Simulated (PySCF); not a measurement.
SMILES N#Cc1ccc(-c2cccs2)cc1, singlet, GFN2-xTB optimised geometry.

```
20

N      3.65    -4.30     0.00
C      2.92    -3.41     0.00
C      2.03    -2.32     0.00
C      2.52    -1.01     0.00
C      1.64     0.05     0.00
C      0.25    -0.16     0.00
C     -0.66     0.97     0.00
C     -2.03     0.97     0.00
C     -2.59     2.26     0.00
C     -1.65     3.24     0.00
S     -0.06     2.60     0.00
C     -0.22    -1.47     0.00
C      0.65    -2.54     0.00
H      3.58    -0.84     0.00
H      2.02     1.06     0.00
H     -2.63     0.07     0.00
H     -3.65     2.45     0.00
H     -1.79     4.30     0.00
H     -1.28    -1.66     0.00
H      0.27    -3.55     0.00
```

Density from CAM-B3LYP/def2-SVP (PySCF 2.14.0) at that geometry.

Minimum of the electron density along straight lines between bonded atoms, close to the bond critical point (lines longer than 1.1 times the sum of covalent radii, or with two minima, are not listed):

| bond | length / Å | ρ at the minimum / e bohr⁻³ | ∇²ρ there / e bohr⁻⁵ | position (fraction from the first atom) |
|---|---|---|---|---|
| N1–C2 | 1.147 | 0.477 | 0.43 | 0.66 |
| C2–C3 | 1.412 | 0.290 | -0.78 | 0.54 |
| C3–C4 | 1.396 | 0.307 | -0.78 | 0.51 |
| C4–C5 | 1.377 | 0.319 | -0.84 | 0.50 |
| C5–C6 | 1.399 | 0.307 | -0.78 | 0.50 |
| C6–C7 | 1.446 | 0.282 | -0.71 | 0.50 |
| C7–C8 | 1.371 | 0.319 | -0.80 | 0.51 |
| C8–C9 | 1.407 | 0.302 | -0.76 | 0.50 |
| C9–C10 | 1.359 | 0.325 | -0.84 | 0.49 |
| C7–S11 | 1.744 | 0.209 | -0.44 | 0.47 |
| C10–S11 | 1.713 | 0.221 | -0.50 | 0.47 |
| C6–C12 | 1.400 | 0.306 | -0.78 | 0.51 |
| C3–C13 | 1.396 | 0.307 | -0.78 | 0.51 |
| C12–C13 | 1.377 | 0.319 | -0.84 | 0.50 |
| C4–H14 | 1.080 | 0.286 | -1.12 | 0.64 |
| C5–H15 | 1.080 | 0.285 | -1.10 | 0.64 |
| C8–H16 | 1.075 | 0.285 | -1.11 | 0.64 |
| C9–H17 | 1.075 | 0.285 | -1.11 | 0.64 |
| C10–H18 | 1.072 | 0.287 | -1.14 | 0.65 |
| C12–H19 | 1.078 | 0.286 | -1.11 | 0.64 |
| C13–H20 | 1.080 | 0.286 | -1.12 | 0.64 |
